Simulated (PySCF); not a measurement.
C₂H₇BO₂Si, SMILES OB(O)/C=C/[SiH3]. Atoms are numbered in the order given.

```xyz
13

Si     2.6333    -0.2030     0.4292
C      0.7577    -0.3268     0.4620
C     -0.0828     0.3053    -0.3947
B     -1.6548     0.1990    -0.3598
O     -2.3507    -0.5731     0.5416
O     -2.3617     0.9213    -1.2844
H      3.1534     0.3468     1.7326
H      3.0528     0.6995    -0.6980
H      3.2522    -1.5641     0.2400
H      0.3199    -0.9733     1.2541
H      0.3614     0.9478    -1.1791
H     -1.7602    -1.0489     1.1520
H     -3.3210     0.7833    -1.1725
```

Coordinates come from a PBE-D3(BJ)/def2-SVP optimisation. The structure was generated by enumeration; whether it is a known compound was not checked. One conformer was computed; it need not be the lowest.

Method: PBE-D3(BJ)/def2-SVP in PySCF.

Frequencies are harmonic and unscaled.

Computed normal modes with their intensities:
```
mode  ν (cm⁻¹)  IR (km/mol)  moving atoms (share of kinetic energy)
----  --------  -----------  --------------------------------------
1           31          0.9                  H 57 %, C 21 %, O 20 %
2          119          0.9         C 52 %, H 23 %, O 14 %, Si 10 %
3          120          2.3         O 35 %, C 33 %, H 19 %, Si 13 %
4          128          0.1                          H 74 %, C 23 %
5          243          1.0         Si 32 %, O 31 %, H 18 %, C 15 %
6          366         14.0                  O 49 %, C 20 %, H 17 %
7          458        113.7                          H 81 %, B 14 %
8          475         28.4          O 38 %, H 25 %, C 18 %, B 14 %
9          504         18.5                  H 74 %, B 14 %, O 10 %
10         593          8.9                 H 68 %, C 14 %, Si 13 %
11         599         15.8                                  H 85 %
12         656        114.8                   B 40 %, H 38 %, O 9 %
13         759         11.8         C 55 %, H 20 %, Si 14 %, O 10 %
14         797          7.0                  C 44 %, H 41 %, B 12 %
15         806         31.3                  C 42 %, H 30 %, O 25 %
16         886        297.5                         H 88 %, Si 11 %
17         900         38.4                                  H 97 %
18         916         40.9                                  H 97 %
19         975        153.6                          H 73 %, O 22 %
20        1001        114.6                          H 69 %, O 29 %
21        1011         18.9                                  H 92 %
22        1147         15.7                          H 84 %, C 13 %
23        1242          8.7                          H 76 %, C 19 %
24        1338        290.9          B 60 %, O 15 %, H 13 %, C 12 %
25        1428        264.4                          B 70 %, O 22 %
26        1621         35.1                                  C 91 %
27        2152         87.6                                  H 98 %
28        2152        105.0                                  H 96 %
29        2175         83.4                                  H 96 %
30        2991         30.7                                  H 92 %
31        3058          9.4                           H 92 %, C 8 %
32        3721         67.1                                  H 94 %
33        3738         29.6                                  H 94 %
```
